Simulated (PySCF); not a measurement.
**Frontier levels across methods**

Compound: C2H9ClSi2.
Cartesian coordinates in Å at the PBE0-D3(BJ)/def2-SVP level; atoms count from 1:
```xyz
14
C2H9ClSi2 angstrom
Si     1.3254    0.5804    1.5849
C      2.4171   -0.2395    0.2766
C      3.4035    0.6815   -0.4495
Si     4.7988    1.3834    0.5931
Cl     5.6873   -0.1783    1.6353
H      0.3013   -0.3946    2.0688
H      2.1319    1.0469    2.7544
H      0.6257    1.7670    0.9981
H      1.7379   -0.7152   -0.4520
H      2.9608   -1.0652    0.7674
H      2.8829    1.5440   -0.9056
H      3.8854    0.1466   -1.2871
H      5.8355    2.0044   -0.2794
H      4.3242    2.3823    1.5921
```

Basis pcSseg-1 throughout (PySCF), one geometry. Isolated species at its PBE0-D3(BJ)/def2-SVP geometry (one conformer only).

Q: How do the orbital energies, the gap and the dipole change with the method?

A: 
| method | kind | HOMO (eV) | LUMO (eV) | gap (eV) | μ (D) | SCF cycles |
| --- | --- | --- | --- | --- | --- | --- |
| BLYP | GGA | -7.05 | -0.51 | 6.54 | 1.88 | 13 |
| PBE | GGA | -7.18 | -0.68 | 6.50 | 1.93 | 13 |
| OPBE | GGA | -7.18 | -0.47 | 6.71 | 1.97 | 14 |
| B97-D | GGA | -7.19 | -0.51 | 6.68 | 1.95 | 14 |
| LDA | LDA | -7.26 | -0.96 | 6.30 | 1.99 | 13 |
| KT2 | GGA | -7.27 | -0.83 | 6.44 | 1.92 | 14 |
| BP86 | GGA | -7.30 | -0.75 | 6.54 | 1.96 | 13 |
| KT3 | GGA | -7.30 | -0.66 | 6.64 | 1.90 | 14 |
| B97-2 | global hybrid | -8.25 | 0.21 | 8.46 | 2.03 | 12 |
| B3LYP | global hybrid | -8.25 | 0.01 | 8.26 | 1.97 | 11 |
| PBE0 | global hybrid | -8.48 | 0.19 | 8.67 | 2.03 | 12 |
| mPW1PW91 | global hybrid | -8.51 | 0.21 | 8.73 | 2.04 | 12 |
| BHandHLYP | global hybrid | -9.68 | 1.14 | 10.81 | 2.06 | 11 |
| CAM-B3LYP | range-separated hybrid | -9.82 | 1.26 | 11.08 | 2.02 | 11 |
| wB97X-D | range-separated hybrid | -10.35 | 1.95 | 12.30 | 2.07 | 12 |
| LC-wPBE | range-separated hybrid | -11.19 | 2.42 | 13.61 | 2.11 | 12 |
| HF | Hartree–Fock | -11.57 | 3.46 | 15.03 | 2.17 | 10 |

The HOMO spans 4.52 eV, from BLYP down to HF, and the gap runs from 6.30 eV (LDA) to 15.03 eV (HF). Over the methods BLYP (0 %), PBE (0 %), OPBE (0 %), B97-D (0 %), LDA (0 %), KT2 (0 %), BP86 (0 %), KT3 (0 %), B97-2 (21 %), B3LYP (20 %), PBE0 (25 %), mPW1PW91 (25 %), BHandHLYP (50 %), HF (100 %), a straight line through the gap against the share of exact exchange rises by 0.85 eV for each 10 % (correlation coefficient 0.999). The dipole ranges from 1.88 D (BLYP) to 2.17 D (HF). This basis has no diffuse functions.
